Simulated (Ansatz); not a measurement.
`[CH3][GeH2][CH2]N` + `[SiH3]S` → `NC[SiH2]S` + `[CH3][GeH3]`  (formal exchange of groups at a C–Ge bond)

Program: Ansatz. Geometries: PBE0-D4/def2-TZVP. ΔE: electronic, gas phase. CBS: MP2 limit from def2 TZ/QZ plus the TZ coupled-cluster correction, frozen cores. Functionals use def2-TZVPP. B3LYP here is the variant with VWN-RPA as its local correlation; programs differ in this. For Ge outer-core shells are correlated without core-valence functions, which leaves a few kJ/mol of doubt a bond. Scalar relativity is left out up to krypton. One conformer a species, not always the lowest.

`[CH3][GeH2][CH2]N`:

Z-matrix (Å, degrees):
```
C
Ge 1 1.956
H 1 1.091 2 110.5
H 1 1.091 2 110.3 3 -120.0
H 1 1.091 2 110.6 3 120.1
C 2 1.967 1 110.6 3 59.3
H 2 1.547 1 109.8 3 -59.7
H 2 1.540 1 110.3 3 -178.9
N 6 1.455 2 110.4 1 -172.2
H 6 1.101 2 108.6 1 -45.3
H 6 1.094 2 106.9 1 69.5
H 9 1.012 6 111.0 2 61.8
H 9 1.013 6 111.2 2 -179.2
```

`[SiH3]S`:

```xyz
6

Si   -0.247    0.158    0.439
S    -0.030   -0.811   -1.454
H     0.676   -0.410    1.454
H    -1.653   -0.093    0.836
H    -0.003    1.620    0.335
H     1.258   -0.464   -1.610
```

`NC[SiH2]S`:

Cartesian coordinates in Å:
```
N 1.652 0.326 -0.693
C 0.219 0.074 -0.782
Si -0.378 -0.545 0.890
S -2.509 -0.759 0.963
H 2.048 0.548 -1.598
H 1.847 1.107 -0.080
H 0.040 -0.732 -1.500
H -0.391 0.928 -1.117
H 0.089 0.403 1.940
H 0.143 -1.902 1.179
H -2.759 0.551 0.797
```

`[CH3][GeH3]`:

Z-matrix (Å, degrees):
```
C
Ge 1 1.953
H 1 1.091 2 110.3
H 1 1.090 2 110.3 3 120.0
H 1 1.090 2 110.3 3 -120.0
H 2 1.539 1 110.4 3 -59.8
H 2 1.539 1 110.4 3 60.2
H 2 1.539 1 110.4 3 -179.8
```

```csv
level,ΔE (kJ/mol),difference from CCSD(T)/CBS
PBE-D4,-18.3,-4.2
r2SCAN-D4,-18.6,-4.5
PBE0-D4,-18.4,-4.3
B3LYP-D4,-17.4,-3.3
B2PLYP,-15.3,-1.2
r2SCAN,-18.5,-4.4
PBE0,-17.9,-3.8
B3LYP,-16.5,-2.4
MP2/def2-TZVPP,-11.9,2.2
SCS-MP2/def2-TZVPP,-11.5,2.6
CCSD/def2-TZVPP,-12.3,1.8
CCSD(T)/def2-TZVPP,-12.4,1.7
HF/def2-QZVPP,-16.6,-2.5
HF/CBS(def2),-16.7,-2.6
MP2/CBS(def2),-13.7,0.4
CCSD/CBS(def2),-14.1,0.0
CCSD(T)/CBS,-14.1,0
```

Largest T1 diagnostic among the species: 0.011.

In def2-TZVPP, CCSD(T) changes the Hartree–Fock value by +3.3 kJ/mol (the triples alone add −0.1 kJ/mol) and MP2 by +3.8 kJ/mol.
